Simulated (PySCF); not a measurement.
Gas-phase reaction: 4 CH3I + C2H2 (acetylene) ⇌ 4 HI + 2 C3H5 (allyl)

Computed with PySCF and rigid-rotor harmonic-oscillator thermochemistry at 1 bar. S°(298 K) at PBE0/def2-TZVP differs from the NASA 1993 table for C3H5 (allyl) (-17 J/mol/K); whether the harmonic model or the table's entry is off was not settled. † marks an energy on the PBE0/def2-TZVP geometry and frequencies. MP2 freezes the core. Open shells (unrestricted): C3H5 (allyl) (multiplicity 2); the rest are closed-shell singlets. B3LYP is the form with VWN-RPA correlation. I: scalar-relativistic def2 core potential, no spin-orbit coupling. MP2 isn't extrapolated to the basis-set limit; its ΔH°(298 K) is 157.1 kJ in def2-SVP and 231.4 kJ in def2-TZVPP. The harmonic model lacks anharmonicity and excited electronic states, which grow with temperature; levels with a mode under 35 cm⁻¹ are left out. Warning, spin contamination: C3H5 (allyl) (HF/def2-TZVP†, MP2/def2-TZVPP†).

```csv
level,"ΔE electronic, kJ","ΔH°(298 K), kJ","ΔS°(298 K), J/K","ΔG°(1800 K), kJ"
B3LYP/def2-TZVP†,148,103,127,-154
HF/def2-TZVP†,32,-14,127,-270
MP2/def2-TZVPP†,277,231,127,-25
PBE0/def2-SVP†,119,73,127,-183
r2SCAN/def2-TZVP†,135,89,127,-167
ωB97X-V/def2-TZVP†,182,137,127,-120
```
ΔH° is lowest at HF/def2-TZVP† and highest at MP2/def2-TZVPP†. No reference value is set beside these.
